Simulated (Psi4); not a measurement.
H$_{3}$S$_{2}$, charge +1, singlet, geometry from GFN2-xTB, atoms displaced at random by about 0.08 Å a coordinate; PBE/STO-3G, gradient in Psi4.

The Psi4 input:
```
memory 2 GB

molecule mol {
1 1
S     0.936328   -0.275709    0.614989
S    -0.714615    0.153782   -0.611982
H     1.735775   -0.287989   -0.560988
H    -1.443329    1.268611    0.278694
H    -1.526584   -0.710243    0.015467
symmetry c1
no_reorient
no_com
}

set {
  basis sto-3g
  reference rks
}

gradient('pbe')
print_variables()
```

Q: What does Psi4 print? Leave out banner, timings and long lists.

A: 
```
gradient() will perform analytic gradient computation.

   => Loading Basis Set <=

    Name: STO-3G
    Role: ORBITAL
    Keyword: BASIS

         ---------------------------------------------------------
                                   SCF
               by Justin Turney, Rob Parrish, Andy Simmonett
                          and Daniel G. A. Smith
                              RKS Reference
         ---------------------------------------------------------

  ==> Geometry <==

    Molecular point group: c1
    Full point group: C1

    Geometry (in Angstrom), charge = 1, multiplicity = 1:

       Center              X                  Y                   Z               Mass
    ------------   -----------------  -----------------  -----------------  -----------------
         S            0.936328000000    -0.275709000000     0.614989000000    31.972071174400
         S           -0.714615000000     0.153782000000    -0.611982000000    31.972071174400
         H            1.735775000000    -0.287989000000    -0.560988000000     1.007825032230
         H           -1.443329000000     1.268611000000     0.278694000000     1.007825032230
         H           -1.526584000000    -0.710243000000     0.015467000000     1.007825032230

  Running in c1 symmetry.

  Rotational constants: A =      2.65010  B =      0.21799  C =      0.21147 [cm^-1]
  Rotational constants: A =  79448.04700  B =   6535.13456  C =   6339.75333 [MHz]
  Nuclear repulsion =   92.243372718045222

  Charge       = 1
  Multiplicity = 1
  Electrons    = 34
  Nalpha       = 17
  Nbeta        = 17

  ==> Algorithm <==

  SCF Algorithm Type is DF.
  DIIS enabled.
  MOM disabled.
  Fractional occupation disabled.
  Guess Type is SAD.
  Energy threshold   = 1.00e-08
  Density threshold  = 1.00e-08
  Integral threshold = 1.00e-12

  ==> Primary Basis <==

  Basis Set: STO-3G
    Blend: STO-3G
    Number of shells: 13
    Number of basis functions: 21
    Number of Cartesian functions: 21
    Spherical Harmonics?: true
    Max angular momentum: 1

  ==> DFT Potential <==

   => LibXC <=

    Version 7.1.2
    S. Lehtola, C. Steigemann, M. J. T. Oliveira, and M. A. L. Marques,  SoftwareX 7, 1–5 (2018) (10.1016/j.softx.2017.11.002)

   => Composite Functional: PBE <=

    PBE GGA Exchange-Correlation Functional

    J.P. Perdew et. al., Phys. Rev. Lett., 77(18), 3865-3868, 1996

    Deriv               =              1
    GGA                 =           TRUE
    Meta                =          FALSE

    Exchange Hybrid     =          FALSE
    MP2 Hybrid          =          FALSE

   => Exchange Functionals <=

    1.0000     XC_GGA_X_PBE

   => Correlation Functionals <=

    1.0000     XC_GGA_C_PBE

   => LibXC Density Thresholds  <==

    XC_GGA_C_PBE:  1.00E-12
    XC_GGA_X_PBE:  1.00E-15

   => Molecular Quadrature <=

    Radial Scheme          =       TREUTLER
    Pruning Scheme         =           NONE
    Nuclear Scheme         =       TREUTLER

    Blocking Scheme        =         OCTREE
    BS radius alpha        =              1
    Pruning alpha          =              1
    Radial Points          =             75
    Spherical Points       =            302
    Total Points           =         105920
    Total Blocks           =            842
    Max Points             =            256
    Max Functions          =             20
    Weights Tolerance      =       1.00E-15

   => Loading Basis Set <=

    Name: (STO-3G AUX)
    Role: JKFIT
    Keyword: DF_BASIS_SCF

  ==> Integral Setup <==

  SCF_SUBTYPE=INCORE selected. In-core MEM_DF algorithm will be used.
  Using in-core AOs.

  ==> MemDFJK: Density-Fitted J/K Matrices <==

    J tasked:                   Yes
    K tasked:                    No
    wK tasked:                   No
    Algorithm:                 Core
    Schwarz Cutoff:           1E-12
    Mask sparsity (%):       4.0816
    Fitting Condition:        1E-10

   => Auxiliary Basis Set <=

  Basis Set: (STO-3G AUX)
[...]
  @DF-RKS Final Energy:  -788.71524289628746
    Total Energy =                       -788.7152428962874637
[...]

         ------------------------------------------------------------
                                   SCF GRAD
                          Rob Parrish, Justin Turney,
                       Andy Simmonett, and Alex Sokolov
         ------------------------------------------------------------

  ==> Geometry <==

    Molecular point group: c1
    Full point group: C1

    Geometry (in Angstrom), charge = 1, multiplicity = 1:

       Center              X                  Y                   Z               Mass
    ------------   -----------------  -----------------  -----------------  -----------------
         S            0.936328000000    -0.275709000000     0.614989000000    31.972071174400
         S           -0.714615000000     0.153782000000    -0.611982000000    31.972071174400
         H            1.735775000000    -0.287989000000    -0.560988000000     1.007825032230
         H           -1.443329000000     1.268611000000     0.278694000000     1.007825032230
         H           -1.526584000000    -0.710243000000     0.015467000000     1.007825032230

  Nuclear repulsion =   92.243372718045222

  ==> Basis Set <==

  Basis Set: STO-3G
    Blend: STO-3G
    Number of shells: 13
    Number of basis functions: 21
    Number of Cartesian functions: 21
    Spherical Harmonics?: true
    Max angular momentum: 1

  ==> DFJKGrad: Density-Fitted SCF Gradients <==

    Gradient:                    1
    J tasked:                  Yes
    K tasked:                   No
    wK tasked:                  No
    Integrals threads:           1
    Schwarz Cutoff:          1E-12
    Fitting Condition:       1E-10

   => Auxiliary Basis Set <=

  Basis Set: (STO-3G AUX)
    Blend: DEF2-UNIVERSAL-JKFIT
    Number of shells: 94
    Number of basis functions: 310
    Number of Cartesian functions: 370
    Spherical Harmonics?: true
    Max angular momentum: 4

  ==> DFT Potential <==

   => LibXC <=

    Version 7.1.2
    S. Lehtola, C. Steigemann, M. J. T. Oliveira, and M. A. L. Marques,  SoftwareX 7, 1–5 (2018) (10.1016/j.softx.2017.11.002)

   => Composite Functional: PBE <=

    PBE GGA Exchange-Correlation Functional

    J.P. Perdew et. al., Phys. Rev. Lett., 77(18), 3865-3868, 1996

    Deriv               =              1
    GGA                 =           TRUE
    Meta                =          FALSE

    Exchange Hybrid     =          FALSE
    MP2 Hybrid          =          FALSE

   => Exchange Functionals <=

    1.0000     XC_GGA_X_PBE

   => Correlation Functionals <=

    1.0000     XC_GGA_C_PBE

   => LibXC Density Thresholds  <==

    XC_GGA_C_PBE:  1.00E-12
    XC_GGA_X_PBE:  1.00E-15

   => Molecular Quadrature <=

    Radial Scheme          =       TREUTLER
    Pruning Scheme         =           NONE
    Nuclear Scheme         =       TREUTLER

    Blocking Scheme        =         OCTREE
    BS radius alpha        =              1
    Pruning alpha          =              1
    Radial Points          =             75
    Spherical Points       =            302
    Total Points           =         105920
    Total Blocks           =            842
    Max Points             =            256
    Max Functions          =             20
    Weights Tolerance      =       1.00E-15

  -Total Gradient:
     Atom            X                  Y                   Z
    ------   -----------------  -----------------  -----------------
       1       -0.032853468821     0.003570382751     0.012593592699
       2        0.035919652417    -0.066341458012    -0.023532895220
       3        0.005189781480    -0.000554891082    -0.021056835987
       4       -0.031712869367     0.036877628660     0.039182240346
       5        0.023466830604     0.026442196966    -0.007178507871

  Variable Map:
  ----------------------------------------------------------------------------
[...]
  Array Variable Map:
  ----------------------------------------------------------------------------
[...]
[...]
```
